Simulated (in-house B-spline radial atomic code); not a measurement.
A fraction x of an electron is removed from 4s in Rb III (Rb2+), starting from [Ar] 3d10 4s2 4p5 and keeping the highest spin. Computed with a B-spline radial code for spherical atoms: scalar-relativistic (X2C) PBEsol, spin-polarised, spherical fractional occupations, Fermi nucleus of rms radius 4.2036 fm.

| x | E(x) - E(0) (eV) | 4s down level (eV) |
| --- | --- | --- |
| 0 | 0.0000 | -49.814 |
| 0.09 | 4.5373 | -51.016 |
| 0.16 | 8.1413 | -51.954 |
| 0.36 | 18.8015 | -54.652 |
| 0.49 | ? | ? |
| 0.5 | 26.5858 | -56.554 |
| 0.57 | ? | ? |
| 0.65 | 35.2224 | -58.603 |
| 0.76 | 41.7518 | -60.113 |
| 0.95 | 53.4220 | -62.734 |
| 1 | 56.5760 | - |

Problem. What belongs in the row x = 0.49?

Solution. An energy change of 26.0209 eV; 4s down at -56.418 eV.

Problem. What belongs in the row x = 0.57?

Solution. An energy change of 30.5780 eV; 4s down at -57.509 eV.

Problem. Check Janak's theorem between x = 0.09 and 0.16.

Solution. The slope of the energy is 51.49 eV; the orbital levels give 51.48 eV (-ε of the emptying orbital, averaged over the two points).
